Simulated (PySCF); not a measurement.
C₆H₆F (doublet state).
Numbering: `[CH3:1][C:2]1=[C:3]([F:4])[CH2:5][C:6]=[CH:7]1` (hydrogens: H8, H9, H10 on C1; H11, H12 on C5; H13 on C7)

Computed with UKS B3LYP, pcH-1 on C F H, non-relativistic, mean-field spin-orbit, GIAO in PySCF. Geometry: GFN2-xTB; no solvent, vibrations or thermal averaging. A GFN2-xTB geometry isn't a minimum of the functional, and hyperfine couplings can be far from their values at a DFT geometry. No stability test was run, so a lower SCF solution isn't excluded.

What is the g tensor, term by term?

```json
{"Δg (ppm)": "relativistic mass correction", "1": "-166", "2": "-166", "3": "-166"}
{"Δg (ppm)": "gauge correction", "1": "27", "2": "10", "3": "-22"}
{"Δg (ppm)": "orbital Zeeman/spin–orbit", "1": "-1202", "2": "-109", "3": "1009"}
{"Δg (ppm)": "total", "1": "-1340", "2": "-264", "3": "820"}
```

So g = 2.00098, 2.00205, 2.00314 and g_iso = 2.00206; the tensor is rhombic: the two nearest values differ by 50 % of g3 − g1. Axes: g1 points within 9° of the C7–H13 bond.

What are the electron Larmor frequencies g μB B/h along the three axes at 3350 mT?

93.8207, 93.8712, 93.9221 GHz for g1, g2 and g3, a range of 101.3 MHz.

Average each term over the three axes. Which is largest in size?

The mass correction -166, the orbital-Zeeman/spin–orbit term -101 and the gauge correction 5 ppm, for a total of -261 ppm. The mass correction is the largest in size. The mass correction is the same along every axis, so the anisotropy comes from the other two: their spans along these axes are 50 (gauge) and 2211 ppm (orbital Zeeman/spin–orbit).

In a frozen sample, at which fields do the three g values resonate at 9.5, 34, 94 and 263 GHz (hyperfine left aside), and which band first spreads them over more than twice a line width of 0.3 mT?

```tsv
band	GHz	B(g3) mT	B(g2) mT	B(g1) mT	spread mT
X	9.5	338.84	339.03	339.21	0.37
Q	34.0	1212.71	1213.36	1214.02	1.31
W	94.0	3352.78	3354.60	3356.40	3.62
J	263.0	9380.65	9385.73	9390.78	10.13
```

The spread grows in proportion to the frequency. Q band is the first where it exceeds 0.6 mT.

The largest Mulliken spin populations are on C6 (+1.03), C7 (-0.13) and C2 (+0.08). No atom but C6 exceeds +0.15.

The HOMO–LUMO gaps are 5.43 eV among the α and 3.19 eV among the β orbitals.
